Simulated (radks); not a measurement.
Results of a calculation; reference values are marked as such.
The cerium ion Ce18+, configuration [Kr] 4d4 (the NIST ground configuration).

Level of theory: scalar-relativistic Kohn-Sham, LB94 model potential, spin-polarised, spherical densities, finite nucleus; open shells are filled with parallel spins first (spin-orbit coupling, left out, can overturn this in heavy ions); Fermi nuclear charge, rms radius 4.8771 fm (a radial shooting solver on a logarithmic mesh with Libxc functionals).

Energy parts (eV):
| part | energy |
|---|---|
| kinetic | 252706.64 |
| electron-nucleus | -558801.05 |
| Hartree | 73670.51 |
(The LB94 potential has no energy functional, so no total or exchange-correlation energy is given.)

Orbitals (lengths in bohr, moments of r in powers of bohr; <r^-3> diverges for s and p1/2):
orbital  occ.  eigenvalue (eV)      <r>  <r^-3>      <r^4>  <1/r>
1s up       1        -40893.74  0.02454       -  1.763e-06  63.40
1s down     1        -40893.84  0.02454       -  1.763e-06  63.40
2s up       1        -6945.966   0.1050       -  0.0002897  14.62
2s down     1        -6945.335   0.1050       -  0.0002894  14.63
2p up       3        -6274.912  0.09209    8039  0.0002115  13.87
2p down     3        -6274.588  0.09207    8042  0.0002113  13.87
3s up       1        -1845.339   0.2771       -    0.01154  5.323
3s down     1        -1844.913   0.2773       -    0.01157  5.315
3p up       3        -1631.277   0.2746    1622    0.01195  5.052
3p down     3        -1630.712   0.2749    1617    0.01198  5.045
3d up       5        -1328.504   0.2507   224.2   0.009713  4.806
3d down     5        -1327.227   0.2510   223.7   0.009750  4.801
4s up       1        -688.0086   0.6076       -     0.2429  2.334
4s down     1        -684.6250   0.6062       -     0.2414  2.345
4p up       3        -614.3881   0.6320   402.9     0.2918  2.190
4p down     3        -610.7986   0.6306   407.8     0.2904  2.200
4d up       4        -508.1528   0.6592   50.65     0.3682  2.003
4d down     0        -504.6524   0.6575   51.45     0.3668  2.013

The highest occupied level is 4d up at -508.15 eV. For comparison, the ionisation energy in NIST's Atomic Spectra Database is 509 eV (theoretical). In exact Kohn-Sham theory the highest level is minus the ionisation energy, but local and semilocal functionals leave it too shallow, through self-interaction and a potential that decays too fast; potentials with the right tail come closer. The electron density at the nucleus is 3.978e+05 e/bohr^3 (large components only).
